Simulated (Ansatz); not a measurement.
Geometry optimisation, RKS PBE/def2-SVP in Ansatz.

Input file:

```yaml
crystal:
  periodic: [false, false, false]
  atoms:
    - { symbol: In, position_ang: [0.034879, 0.116897, -0.114048] }
    - { symbol: Cl, position_ang: [-0.073428, 0.355553, 2.297919] }
    - { symbol: Cl, position_ang: [2.070989, 0.580579, -1.168364] }
    - { symbol: O, position_ang: [-1.646553, -0.23076, -1.150847] }
    - { symbol: H, position_ang: [-2.373203, -0.385437, -0.513004] }
    - { symbol: Br, position_ang: [0.644398, -3.344714, 1.365912] }
    - { symbol: H, position_ang: [0.458016, -2.155318, 2.276831] }
basis:
  gaussian: { orbitals: def2-SVP }
hamiltonian:
  xc: pbe
relax:
  f_tol: 0.03
  max_steps: 50
output:
  orbitals: {}
```

Run as:

```bash
$ ansatz run input.yaml --threads 4 --pin off --max-ram 5120MiB --backend cpu --events-out ev --progress --plain --runs-dir out
```

Task: Where does it end, and by what steps?

Result: It converged. After 5 steps the energy has fallen by 0.213 eV; Br6 moved furthest, 0.52 Å. Joined: In1–Br6 (3.81 → 3.00 Å).

```tsv
step	energy less start (eV)	largest force component (eV/Å)	accepted
0	0.0000	1.120	yes
1	-0.1090	0.260	yes
2	-0.1723	0.352	yes
3	-0.2084	0.142	yes
4	-0.2098	0.097	yes
5	-0.2135	0.027	yes
```

```xyz
7
Properties=species:S:1:pos:R:3
In 0.074 -0.172 -0.012
Cl -0.082 0.241 2.376
Cl 2.100 0.402 -1.050
O -1.623 -0.338 -1.078
H -2.378 -0.400 -0.458
Br 0.614 -2.909 1.081
H 0.409 -1.888 2.135
```

Whether the end is a true minimum wasn't checked by a vibrational analysis.

Run time: 10 s on 4 threads of Arm Neoverse V1, with other jobs on the host, peak memory 0.19 GiB.
